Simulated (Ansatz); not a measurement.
`C1=[N][Zn][O]1`, charge 0, multiplicity 1.

(1) Give a relaxed structure at PBE0-D4/def2-TZVP (Ansatz 0.2.0). (Best estimate.)

## Answers

(1) Computed: 
Cartesian coordinates in Å:
```
C -0.435 0.096 -0.014
N 0.317 0.743 -0.828
Zn 1.713 -0.355 0.032
O -0.082 -0.814 0.855
H -1.513 0.330 -0.046
```
Point group Cs.
